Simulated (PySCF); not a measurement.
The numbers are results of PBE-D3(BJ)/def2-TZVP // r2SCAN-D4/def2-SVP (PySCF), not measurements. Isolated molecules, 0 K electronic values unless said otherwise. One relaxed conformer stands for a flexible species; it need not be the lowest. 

Reference species: [Ti(F)4] (neutral, multiplicity 1).

| Quantity | Value |
|---|---|
| charge on the central atom (meta-Löwdin) | 1.53 e |
| LUMO | -3.98 eV |
| HOMO–LUMO gap | 6.46 eV |

Changed species: [Ti(NH2)4] (4 of 4 F replaced by NH2; the reference has 0 of 4 F replaced by NH2).

Question: Predict the effect on the charge on the central atom (meta-Löwdin), LUMO and HOMO–LUMO gap.

Answer: the charge on the central atom (meta-Löwdin) decreases by 0.42 e, to 1.11 e; the LUMO rises by 2.32 eV, to -1.66 eV; the HOMO–LUMO gap falls by 2.70 eV, to 3.76 eV.
